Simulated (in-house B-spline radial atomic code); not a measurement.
# B3LYP (VWN-RPA) excitations of N3+

Method: B3LYP (VWN-RPA). Computed with a B-spline radial code for spherical atoms: linear response of the closed shell [He] 2s2 with the functional's adiabatic kernel; non-relativistic, point nucleus, no spin-orbit coupling, no double excitations, S, P, D and F terms only.

Command:
```bash
python run_td.py task.json out
```
Settings (radii: box in bohr, nucleus in fm):
```
Z                        7
electrons                4
configuration            [He] 2s2
hamiltonian              nr
method                   b3lyp
box_radius               23.08
intervals                49
```

Time taken, with all properties: 0.1 s on 1 thread of Arm Neoverse N1, with other jobs on the host.

The lowest states, in the order of their Tamm-Dancoff energies; the method's threshold (minus the highest occupied level) is 69.82 eV. Labels give the largest channel, * marks a mixed state, and oscillator strengths are full-response dipole values. Semilocal kernels can invert the small singlet-triplet splittings of Rydberg terms. Energies in eV:

| state | full response | Tamm-Dancoff | oscillator strength |
| --- | --- | --- | --- |
| 2s → 2p 3P | 5.849 | 7.010 | - |
| 2s → 2p 1P | 14.843 | 15.642 | 0.582 |
| 2s → 3s 3S | 44.66 | 44.67 | - |
| 2s → 3s 1S | 46.28 | 46.31 | - |
| 2s → 3p 3P | 47.59 | 47.60 | - |
| 2s → 3p 1P | 48.13 | 48.13 | 0.319 |
| 2s → 3d 3D | ? | ? | - |
| 2s → 3d 1D | 50.35 | 50.35 | - |
| 2s → 4s 3S | 57.69 | 57.69 | - |
| 2s → 4s 1S | 58.16 | 58.17 | - |
| 2s → 4p 3P | 58.76 | 58.76 | - |
| 2s → 4p 1P | 58.93 | 58.93 | 0.0906 |
| 2s → 4d 3D | ? | ? | - |
| 2s → 4d 1D | 59.82 | 59.82 | - |
| 2s → 4f 1F | 60.22 | 60.22 | - |
| 2s → 4f 3F | 60.23 | 60.23 | - |

(1) Where does 2s → 4d 3D lie?

(2) Where does 2s → 3d 3D lie?

(3) How large is the singlet-triplet splitting of 2s → 2p (P terms) in Tamm-Dancoff?

(4) What polarisabilities and dispersion coefficient does the method give?

Results:

(1) At 59.50 eV in full response, 59.51 eV in Tamm-Dancoff.

(2) At 49.30 eV in full response, 49.33 eV in Tamm-Dancoff.

(3) 8.63 eV, from the unrounded values.

(4) Dipole 2.148 bohr³, quadrupole 1.474 bohr⁵, C6 2.122 hartree·bohr⁶ for two such species.
